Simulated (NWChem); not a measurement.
System: C2H8OSi; SMILES C(C)[SiH2]O

NWChem printed, in part:

```
             Northwest Computational Chemistry Package (NWChem) 7.3.0
             --------------------------------------------------------

 C1  symmetry detected

                             Geometry "geometry" -> ""
                             -------------------------

 Output coordinates in angstroms (scale by  1.889725989 to convert to a.u.)

  No.       Tag          Charge          X              Y              Z
 ---- ---------------- ---------- -------------- -------------- --------------
    1 Si                  14.0000     0.53965484    -0.74411616     0.16380478
    2 O                    8.0000    -0.87604742    -1.54879197    -0.21647586
    3 C                    6.0000     0.51620067     1.04397663    -0.41439361
    4 C                    6.0000    -0.60532721     1.88756501     0.18681572
    5 H                    1.0000     1.62958330    -1.49158158    -0.52542609
    6 H                    1.0000     0.76661368    -0.77410242     1.64832575
    7 H                    1.0000    -1.64025005    -1.36444518     0.33572304
    8 H                    1.0000     0.44741619     1.03792351    -1.51645133
    9 H                    1.0000     1.50346301     1.48089223    -0.17773479
   10 H                    1.0000    -0.53102440     1.94025157     1.28540016
   11 H                    1.0000    -0.59272223     2.92224688    -0.19036882
   12 H                    1.0000    -1.59510870     1.46752718    -0.05546064

 Effective nuclear repulsion energy (a.u.)     175.1543751567

  pbe96 is a nonlocal functional; adding pw91lda local functional.

                                 NWChem DFT Module
                                 -----------------

 Summary of "ao basis" -> "ao basis" (spherical)
 ------------------------------------------------------------------------------
       Tag                 Description            Shells   Functions and Types
 ---------------- ------------------------------  ------  ---------------------
 Si                        def2-tzvp                13       37   5s5p2d1f
 O                         def2-tzvp                11       31   5s3p2d1f
 C                         def2-tzvp                11       31   5s3p2d1f
 H                         def2-tzvp                 4        6   3s1p

            General Information
            -------------------
          SCF calculation type: DFT
          Wavefunction type:  closed shell.
          No. of atoms     :    12
          No. of electrons :    42
           Alpha electrons :    21
            Beta electrons :    21
          Charge           :     0
          Spin multiplicity:     1
          Use of symmetry is: off; symmetry adaption is: off
          Maximum number of iterations: 150
          AO basis - number of functions:   178
                     number of shells:    78
          Convergence on energy requested:  1.00D-06
          Convergence on density requested:  1.00D-05
          Convergence on gradient requested:  5.00D-04

              XC Information
              --------------
          PerdewBurkeErnzerhof Exchange Functional  1.000
            Perdew 1991 LDA Correlation Functional  1.000 local
           PerdewBurkeErnz. Correlation Functional  1.000 non-local

             Grid Information
             ----------------
          Grid used for XC integration:  medium
          Radial quadrature: Mura-Knowles
          Angular quadrature: Lebedev.
          Tag              B.-S. Rad. Rad. Pts. Rad. Cut. Ang. Pts.
          ---              ---------- --------- --------- ---------
          Si                  1.10       88          11.0       590
          O                   0.60       49          12.0       434
          C                   0.70       49          11.0       434
          H                   0.35       45          12.0       434
          Grid pruning is: on
          Number of quadrature shells:   595
          Spatial weights used:  Erf1

      Superposition of Atomic Density Guess
      -------------------------------------

 Sum of atomic energies:        -442.96084776

      Non-variational initial energy
      ------------------------------

 Total energy =    -445.030047
 1-e energy   =    -955.947280
 2-e energy   =     335.762858
 HOMO         =      -0.344134
 LUMO         =       0.025068

------------------------------------------------------------
EAF file 0: "./job.aoints.0" size=552599552 bytes
------------------------------------------------------------
               write      read    awrite     aread      wait
               -----      ----    ------     -----      ----
     calls:     1054         0         0         0         0
   data(b): 5.53e+08  0.00e+00  0.00e+00  0.00e+00
   time(s): 0.00e+00  0.00e+00  0.00e+00  0.00e+00  0.00e+00
rate(mb/s): 0.00e+00  0.00e+00
------------------------------------------------------------

     ---------------------------------------------
      Total Density - Mulliken Population Analysis
     ---------------------------------------------

    Atom       Charge   Shell Charges
 -----------   ------   -------------------------------------------------------
    1 Si  14    13.28   2.00  0.59  1.39  0.84  0.42  4.11  1.73  0.50  1.06  0.31  0.14  0.14  0.04
    2 O    8     8.86   0.79  1.18  0.59  0.95  0.24  2.03  2.21  0.85  0.00  0.01  0.00
    3 C    6     6.55   0.86  1.12  0.55  0.68  0.09  1.26  1.49  0.42  0.01  0.06  0.00
    4 C    6     6.50   0.86  1.12  0.55  0.66  0.14  1.25  1.41  0.44  0.01  0.05  0.00
    5 H    1     1.05   0.23  0.55  0.27  0.01
    6 H    1     1.07   0.23  0.55  0.28  0.01
    7 H    1     0.55   0.20  0.25  0.06  0.04
    8 H    1     0.83   0.24  0.44  0.13  0.02
    9 H    1     0.82   0.24  0.44  0.13  0.02
   10 H    1     0.83   0.24  0.44  0.13  0.02
   11 H    1     0.83   0.24  0.45  0.12  0.02
   12 H    1     0.83   0.24  0.44  0.13  0.02

   convergence    iter        energy       DeltaE   RMS-Dens  Diis-err
 ---------------- ----- ----------------- --------- --------- ---------
 d= 0,ls=0.0,diis     1   -445.4320968912 -6.21D+02  7.93D-03  1.11D+00
 d= 0,ls=0.0,diis     2   -445.3118883971  1.20D-01  6.48D-03  2.05D+00
 d= 0,ls=0.0,diis     3   -445.4845500724 -1.73D-01  1.38D-03  2.86D-01
 d= 0,ls=0.0,diis     4   -445.5081276554 -2.36D-02  4.09D-04  9.37D-03
 d= 0,ls=0.0,diis     5   -445.5089936581 -8.66D-04  1.70D-04  2.43D-03
  Resetting Diis
 d= 0,ls=0.0,diis     6   -445.5092977968 -3.04D-04  3.96D-05  6.95D-05
 d= 0,ls=0.0,diis     7   -445.5093059697 -8.17D-06  2.47D-05  6.38D-06
 d= 0,ls=0.0,diis     8   -445.5093051512  8.19D-07  1.51D-05  1.44D-05
 d= 0,ls=0.0,diis     9   -445.5093066793 -1.53D-06  2.39D-06  7.68D-07
 d= 0,ls=0.0,diis    10   -445.5093067477 -6.84D-08  3.49D-07  9.46D-09

         Total DFT energy =     -445.509306747651
      One electron energy =     -960.743612720085
           Coulomb energy =      383.115404917687
    Exchange-Corr. energy =      -43.035474101970
 Nuclear repulsion energy =      175.154375156717

 Numeric. integr. density =       41.999987842139

                       DFT Final Molecular Orbital Analysis
                       ------------------------------------

 Vector   19  Occ=2.000000D+00  E=-2.983325D-01
              MO Center= -3.5D-01, -3.0D-01, -1.2D-01, r^2= 3.9D+00
   Bfn.  Coefficient  Atom+Function         Bfn.  Coefficient  Atom+Function
  ----- ------------  ---------------      ----- ------------  ---------------
    44      0.249227   2 O  py               47      0.206909   2 O  py
    45     -0.178217   2 O  pz               50      0.152204   2 O  py
    48     -0.150426   2 O  pz               76      0.142843   3 C  pz
   150     -0.131889   8 H  s                16      0.122238   1 Si py
    17     -0.113096   1 Si pz               51     -0.109464   2 O  pz

 Vector   20  Occ=2.000000D+00  E=-2.760342D-01
              MO Center=  4.0D-01, -9.4D-01,  2.5D-01, r^2= 3.3D+00
   Bfn.  Coefficient  Atom+Function         Bfn.  Coefficient  Atom+Function
  ----- ------------  ---------------      ----- ------------  ---------------
    45      0.230244   2 O  pz              138     -0.200582   6 H  s
    48      0.185464   2 O  pz              132      0.182198   5 H  s
    17     -0.173424   1 Si pz              139     -0.173946   6 H  s
   133      0.157892   5 H  s                51      0.132203   2 O  pz
   137     -0.125723   6 H  s                16     -0.119133   1 Si py

 Vector   21  Occ=2.000000D+00  E=-2.450407D-01
              MO Center=  5.1D-02, -1.1D-01, -6.9D-02, r^2= 3.7D+00
   Bfn.  Coefficient  Atom+Function         Bfn.  Coefficient  Atom+Function
  ----- ------------  ---------------      ----- ------------  ---------------
    75      0.233687   3 C  py               44      0.228447   2 O  py
    47      0.187645   2 O  py               78      0.188128   3 C  py
    50      0.158614   2 O  py               16     -0.156090   1 Si py
    45     -0.153361   2 O  pz               81      0.148767   3 C  py
    73     -0.128565   3 C  s                48     -0.126173   2 O  pz

 Vector   22  Occ=0.000000D+00  E=-1.953796D-02
              MO Center= -5.5D-01, -6.5D-01,  3.2D-01, r^2= 5.6D+00
   Bfn.  Coefficient  Atom+Function         Bfn.  Coefficient  Atom+Function
  ----- ------------  ---------------      ----- ------------  ---------------
   104      1.201441   4 C  s                42      0.746448   2 O  s
    18      0.671706   1 Si px              145     -0.640377   7 H  s
   175     -0.551485  12 H  s               169     -0.484021  11 H  s
   163     -0.336678  10 H  s                19      0.269391   1 Si py
   133     -0.252468   5 H  s                 5      0.208367   1 Si s

 Vector   23  Occ=0.000000D+00  E= 1.487249D-02
              MO Center=  5.7D-01,  5.6D-01,  6.5D-02, r^2= 7.5D+00
   Bfn.  Coefficient  Atom+Function         Bfn.  Coefficient  Atom+Function
  ----- ------------  ---------------      ----- ------------  ---------------
    73      2.813222   3 C  s               104      1.760975   4 C  s
   151     -1.120565   8 H  s                19     -1.086169   1 Si py
   163     -0.997128  10 H  s               157     -0.976032   9 H  s
   169     -0.823162  11 H  s                 5     -0.766826   1 Si s
   175     -0.578797  12 H  s                81     -0.386774   3 C  py

 Vector   24  Occ=0.000000D+00  E= 4.245507D-02
              MO Center=  1.8D-01,  4.5D-01, -1.1D-01, r^2= 8.5D+00
   Bfn.  Coefficient  Atom+Function         Bfn.  Coefficient  Atom+Function
  ----- ------------  ---------------      ----- ------------  ---------------
   104      4.135420   4 C  s                73     -2.882649   3 C  s
   169     -1.403330  11 H  s                80      1.018799   3 C  px
    20     -0.986026   1 Si pz              175     -0.975049  12 H  s
   163     -0.938515  10 H  s               139      0.745321   6 H  s
    19      0.726412   1 Si py                5      0.528058   1 Si s

------------------------------------------------------------
EAF file 0: "./job.aoints.0" size=776470528 bytes
------------------------------------------------------------
               write      read    awrite     aread      wait
               -----      ----    ------     -----      ----
     calls:     1481         9         0     13320     13320
   data(b): 7.76e+08  4.72e+06  0.00e+00  6.98e+09
   time(s): 0.00e+00  0.00e+00  0.00e+00  0.00e+00  0.00e+00
rate(mb/s): 0.00e+00  0.00e+00
------------------------------------------------------------

     ---------------------------------------------
      Total Density - Mulliken Population Analysis
     ---------------------------------------------

    Atom       Charge   Shell Charges
 -----------   ------   -------------------------------------------------------
    1 Si  14    13.65   2.01  0.57  1.39  0.89  0.36  4.13  1.67  0.63  1.23  0.31  0.20  0.21  0.06
    2 O    8     8.49   0.79  1.18  0.58  0.92  0.28  1.92  1.90  0.91  0.00  0.02  0.00
    3 C    6     6.27   0.85  1.12  0.51  0.67  0.03  1.33  1.30  0.40  0.01  0.05  0.00
    4 C    6     6.37   0.85  1.12  0.51  0.66  0.11  1.34  1.26  0.46  0.01  0.04  0.00
    5 H    1     1.04   0.25  0.54  0.24  0.01
    6 H    1     1.06   0.25  0.53  0.27  0.01
    7 H    1     0.69   0.26  0.34  0.05  0.05
    8 H    1     0.88   0.27  0.47  0.12  0.02
    9 H    1     0.89   0.27  0.47  0.12  0.02
   10 H    1     0.88   0.27  0.47  0.12  0.02
   11 H    1     0.88   0.27  0.47  0.11  0.02
   12 H    1     0.89   0.27  0.47  0.13  0.02

     -------------------------------------------
      Total Density - Lowdin Population Analysis
     -------------------------------------------

    Atom       Charge   Shell Charges
 -----------   ------   -------------------------------------------------------
    1 Si  14    13.85   2.00  0.83  1.09  0.51  0.29  3.85  1.87  0.71  1.11  0.54  0.21  0.64  0.21
    2 O    8     8.12   0.87  1.09  0.53  0.59  0.31  1.76  1.90  1.04  0.00  0.03  0.00
    3 C    6     6.43   0.91  1.04  0.36  0.35  0.18  1.14  1.43  0.69  0.02  0.28  0.02
    4 C    6     6.34   0.91  1.04  0.37  0.35  0.17  1.14  1.40  0.66  0.02  0.26  0.02
    5 H    1     1.03   0.25  0.47  0.29  0.02
    6 H    1     1.04   0.24  0.47  0.30  0.02
    7 H    1     0.83   0.25  0.31  0.11  0.16
    8 H    1     0.85   0.25  0.38  0.16  0.06
    9 H    1     0.85   0.25  0.38  0.16  0.06
   10 H    1     0.88   0.25  0.40  0.17  0.06
   11 H    1     0.88   0.25  0.40  0.17  0.06
   12 H    1     0.88   0.25  0.40  0.17  0.06

     Multipole analysis of the density
     ---------------------------------

     L   x y z        total         alpha         beta         nuclear
     -   - - -        -----         -----         ----         -------
     0   0 0 0     -0.000000    -21.000000    -21.000000     42.000000

     1   1 0 0     -0.248015     -0.124007     -0.124007      0.000000
     1   0 1 0      0.521906      0.260953      0.260953      0.000000
     1   0 0 1      0.249611      0.124806      0.124806     -0.000000

     2   2 0 0    -23.782439    -57.575987    -57.575987     91.369535
     2   1 1 0      0.709766      3.190376      3.190376     -5.670986
     2   1 0 1     -1.341023      0.717736      0.717736     -2.776495
     2   0 2 0    -27.500269   -151.722733   -151.722733    275.945198
     2   0 1 1     -1.183399      0.185695      0.185695     -1.554789
     2   0 0 2    -26.018471    -29.291182    -29.291182     32.563892
```

Level: PBE/def2-TZVP. All runs use the structure optimised with PBE0/def2-SVP.

Task: Which NWChem input produces such a log?

Result: One answer among several that fit: the input that was run:
```
start job
memory heap 200 mb stack 900 mb global 1100 mb
geometry units angstroms noautoz
  Si     0.493011    -0.750767     0.117911
  O     -0.937809    -1.504028    -0.308330
  C      0.530786     1.051816    -0.412567
  C     -0.577092     1.911326     0.191393
  H      1.573632    -1.511006    -0.572004
  H      0.692040    -0.826233     1.604822
  H     -1.706374    -1.312276     0.235225
  H      0.481876     1.076672    -1.515422
  H      1.525585     1.453720    -0.147166
  H     -0.521281     1.933000     1.292120
  H     -0.528298     2.954756    -0.157701
  H     -1.573828     1.526507    -0.079215
end
basis spherical
  * library def2-tzvp
end
dft
  xc xpbe96 cpbe96
  iterations 150
  semidirect filesize 400000000
  mulliken
end
task dft energy
```
